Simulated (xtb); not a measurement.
acetylene (C2H2), singlet, from a rough starting geometry; GFN2-xTB (xtb).

Here is a job for xtb.
```
$ xtb mol.xyz --gfn 2 --opt vtight --json

# file mol.xyz
4

C      0.03883757    -0.00950021     0.61418957
C     -0.00430939     0.05942857    -0.65217056
H      0.02829580     0.02046842    -1.67354962
H      0.02733507    -0.03922679     1.68695079
```

Question: Write the output that xtb gives for this input, abridged.

Answer: 
```
   ID    Z sym.   atoms
    1    6 C      1, 2
    2    1 H      3, 4

           -------------------------------------------------
          |                Calculation Setup                |
           -------------------------------------------------

           -------------------------------------------------
          |                 G F N 2 - x T B                 |
           -------------------------------------------------

          ...................................................
          :                      SETUP                      :
          :.................................................:
          :  # basis functions                  10          :
          :  # atomic orbitals                  10          :
          :  # shells                            6          :
          :  # electrons                        10          :
          :  max. iterations                   250          :
          :  Hamiltonian                  GFN2-xTB          :
          :  restarted?                      false          :
          :  GBSA solvation                  false          :
          :  PC potential                    false          :
          :  electronic temp.          300.0000000     K    :
          :  accuracy                    1.0000000          :
          :  -> integral cutoff          0.2500000E+02      :
          :  -> integral neglect         0.1000000E-07      :
          :  -> SCF convergence          0.1000000E-05 Eh   :
          :  -> wf. convergence          0.1000000E-03 e    :
          :  Broyden damping             0.4000000          :
          :  net charge                          0          :
          :  unpaired electrons                  0          :
          ...................................................

 iter      E             dE          RMSdq      gap      omega  full diag
   1     -5.3110856 -0.531109E+01  0.113E+01    6.32       0.0  T
   2     -5.3141805 -0.309491E-02  0.670E+00    6.25       1.0  T
   3     -5.3145632 -0.382684E-03  0.394E-01    6.17       1.0  T
   4     -5.3146912 -0.128049E-03  0.104E-01    6.17       1.0  T
   5     -5.3147014 -0.101112E-04  0.772E-02    6.17       1.0  T
   6     -5.3147160 -0.145981E-04  0.182E-02    6.17       2.7  T
   7     -5.3147161 -0.170917E-06  0.930E-04    6.17      53.8  T
   8     -5.3147161 -0.113382E-08  0.179E-04    6.17     279.3  T

   *** convergence criteria satisfied after 8 iterations ***

         :::::::::::::::::::::::::::::::::::::::::::::::::::::
         ::                     SUMMARY                     ::
         :::::::::::::::::::::::::::::::::::::::::::::::::::::
         :: total energy              -5.195287293165 Eh    ::
         :: gradient norm              0.196643771229 Eh/a0 ::
         :: HOMO-LUMO gap              6.169483367988 eV    ::
         ::.................................................::
         :: SCC energy                -5.314716143595 Eh    ::
         :: -> isotropic ES            0.001725786977 Eh    ::
         :: -> anisotropic ES         -0.001007275102 Eh    ::
         :: -> anisotropic XC          0.013719762705 Eh    ::
         :: -> dispersion             -0.000787574310 Eh    ::
         :: repulsion energy           0.119428850430 Eh    ::
         :: add. restraining           0.000000000000 Eh    ::
         :: total charge               0.000000000000 e     ::
         :::::::::::::::::::::::::::::::::::::::::::::::::::::

      -----------------------------------------------------------
     |                   =====================                   |
     |                        A N C O P T                        |
     |                   =====================                   |
     |               Approximate Normal Coordinate               |
     |                Rational Function Optimizer                |
      -----------------------------------------------------------
      -----------------------------------------------------------
     |                   =====================                   |
     |                        A N C O P T                        |
     |                   =====================                   |
     |               Approximate Normal Coordinate               |
     |                Rational Function Optimizer                |
      -----------------------------------------------------------

          ...................................................
          :                      SETUP                      :
          :.................................................:
          :   optimization level         verytight          :
          :   max. optcycles                   200          :
          :   ANC micro-cycles                  20          :
          :   degrees of freedom                 6          :
          :.................................................:
          :   RF solver                   davidson          :
          :   write xtbopt.log                true          :
          :   linear?                        false          :
          :   energy convergence         0.1000000E-06 Eh   :
          :   grad. convergence          0.2000000E-03 Eh/α :
          :   maxmium RF displ.          1.0000000          :
          :   Hlow (freq-cutoff)         0.1000000E-01      :
          :   Hmax (freq-cutoff)         5.0000000          :
          :   S6 in model hess.         20.0000000          :
          ...................................................

generating ANC from exact Hessian ...
Using Lindh-Hessian (1995)
 Shifting diagonal of input Hessian by    9.4785445101247725E-003
 Lowest  eigenvalues of input Hessian
    0.000000    0.000000    0.000000    0.000000    0.000000    0.000000
    0.010000    0.189887    0.351239    0.646484    0.975266    2.234451
 Highest eigenvalues
    0.010000    0.189887    0.351239    0.646484    0.975266    2.234451

[...]
 * total energy  :    -5.1952873 Eh     change       -0.5379075E-10 Eh
 * total energy  :    -5.2062511 Eh     change       -0.1096379E-01 Eh
 * total energy  :    -5.2065873 Eh     change       -0.3362200E-03 Eh
 * total energy  :    -5.2065599 Eh     change        0.2736894E-04 Eh
 * total energy  :    -5.2066638 Eh     change       -0.1038707E-03 Eh
 * total energy  :    -5.2066955 Eh     change       -0.3168214E-04 Eh
 * total energy  :    -5.2067425 Eh     change       -0.4704937E-04 Eh
 * total energy  :    -5.2067587 Eh     change       -0.1614786E-04 Eh
 * total energy  :    -5.2067681 Eh     change       -0.9387640E-05 Eh
 * total energy  :    -5.2067719 Eh     change       -0.3824441E-05 Eh
 * total energy  :    -5.2067720 Eh     change       -0.8334220E-07 Eh
   *** GEOMETRY OPTIMIZATION CONVERGED AFTER 11 ITERATIONS ***
[...]

          ...................................................
          :                      SETUP                      :
          :.................................................:
          :  # basis functions                  10          :
          :  # atomic orbitals                  10          :
          :  # shells                            6          :
          :  # electrons                        10          :
          :  max. iterations                   250          :
          :  Hamiltonian                  GFN2-xTB          :
          :  restarted?                      false          :
          :  GBSA solvation                  false          :
          :  PC potential                    false          :
          :  electronic temp.          300.0000000     K    :
          :  accuracy                    1.0000000          :
          :  -> integral cutoff          0.2500000E+02      :
          :  -> integral neglect         0.1000000E-07      :
          :  -> SCF convergence          0.1000000E-05 Eh   :
          :  -> wf. convergence          0.1000000E-03 e    :
          :  Broyden damping             0.4000000          :
          :  net charge                          0          :
          :  unpaired electrons                  0          :
          ...................................................

 iter      E             dE          RMSdq      gap      omega  full diag
   1     -5.3679864 -0.536799E+01  0.111E-05    7.29       0.0  T
   2     -5.3679864 -0.408562E-13  0.604E-06    7.29    8279.5  T
   3     -5.3679864  0.586198E-13  0.493E-06    7.29   10151.3  T

   *** convergence criteria satisfied after 3 iterations ***

         :::::::::::::::::::::::::::::::::::::::::::::::::::::
         ::                     SUMMARY                     ::
         :::::::::::::::::::::::::::::::::::::::::::::::::::::
         :: total energy              -5.206771977503 Eh    ::
         :: gradient norm              0.000123744685 Eh/a0 ::
         :: HOMO-LUMO gap              7.288407842449 eV    ::
         ::.................................................::
         :: SCC energy                -5.367986395614 Eh    ::
         :: -> isotropic ES            0.001637090928 Eh    ::
         :: -> anisotropic ES         -0.000987824103 Eh    ::
         :: -> anisotropic XC          0.012706716199 Eh    ::
         :: -> dispersion             -0.000793768125 Eh    ::
         :: repulsion energy           0.161214418111 Eh    ::
         :: add. restraining           0.000000000000 Eh    ::
         :: total charge               0.000000000000 e     ::
         :::::::::::::::::::::::::::::::::::::::::::::::::::::

           -------------------------------------------------
          |                Property Printout                |
           -------------------------------------------------

    * Orbital Energies and Occupations

         #    Occupation            Energy/Eh            Energy/eV
      -------------------------------------------------------------
         1        2.0000           -0.6058970             -16.4873
         2        2.0000           -0.5325929             -14.4926
         3        2.0000           -0.4772410             -12.9864
         4        2.0000           -0.4230528             -11.5119
         5        2.0000           -0.4230528             -11.5119 (HOMO)
         6                         -0.1552088              -4.2234 (LUMO)
         7                         -0.1552087              -4.2234
         8                          0.0766276               2.0851
         9                          0.3433553               9.3432
        10                          1.4579164              39.6719
      -------------------------------------------------------------
                  HL-Gap            0.2678441 Eh            7.2884 eV
             Fermi-level           -0.2891308 Eh           -7.8676 eV

     #   Z          covCN         q      C6AA      α(0)
     1   6 C        1.909    -0.080    33.281     9.317
     2   6 C        1.909    -0.080    33.281     9.317
     3   1 H        0.928     0.080     1.984     2.202
     4   1 H        0.928     0.080     1.984     2.202

 Mol. C6AA /au·bohr⁶  :        206.018789
 Mol. C8AA /au·bohr⁸  :       5160.706351
 Mol. α(0) /au        :         23.038412

Wiberg/Mayer (AO) data.
largest (>0.10) Wiberg bond orders for each atom

 ---------------------------------------------------------------------------
     #   Z sym  total        # sym  WBO       # sym  WBO       # sym  WBO
 ---------------------------------------------------------------------------
     1   6 C    3.975 --     2 C    2.998     4 H    0.970
     2   6 C    3.975 --     1 C    2.998     3 H    0.970
     3   1 H    0.994 --     2 C    0.970
     4   1 H    0.994 --     1 C    0.970
 ---------------------------------------------------------------------------

Topologies differ in total number of bonds
Writing topology from bond orders to xtbtopo.mol

molecular dipole:
                 x           y           z       tot (Debye)
 q only:        0.000       0.000      -0.000
   full:        0.000       0.000       0.000       0.000
molecular quadrupole (traceless):
                xx          xy          yy          xz          yz          zz
 q only:       -0.669      -0.000      -0.668       0.006      -0.047       1.336
  q+dip:       -2.753      -0.001      -2.749       0.027      -0.192       5.502
   full:       -1.551      -0.000      -1.549       0.015      -0.108       3.100

optimized geometry written to: xtbopt.xyz

           -------------------------------------------------
          | TOTAL ENERGY               -5.206771977503 Eh   |
          | GRADIENT NORM               0.000123744685 Eh/α |
          | HOMO-LUMO GAP               7.288407842449 eV   |
           -------------------------------------------------
```
